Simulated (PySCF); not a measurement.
C₃H₂O. Atoms are numbered in the order given.

```xyz
6

C     -0.1019     1.8405     0.0000
C      0.2804     0.5657     0.0000
C     -0.0054    -0.7045     0.0000
O     -0.0639    -1.8770     0.0000
H      0.6321     2.6587     0.0000
H     -1.1597     2.1466     0.0000
```

Geometry: r2SCAN-D4/def2-SVP.

All values below come from PySCF with SMD-ωB97X/6-31G*.

Solvation free energies are E(SMD) − E(gas) at the gas-phase geometry, for 1 M in both phases. In vacuum the dipole moment is 2.49 D.

| solvent | ΔG(solv) (kcal/mol) | its non-electrostatic (CDS) part | dipole (D) |
|---|---|---|---|
| water | 0.9 | 5.0 | 3.63 |
| tetrahydrofuran | -2.6 | 0.0 | 3.21 |
| cyclohexanone | -2.6 | 0.4 | 3.30 |
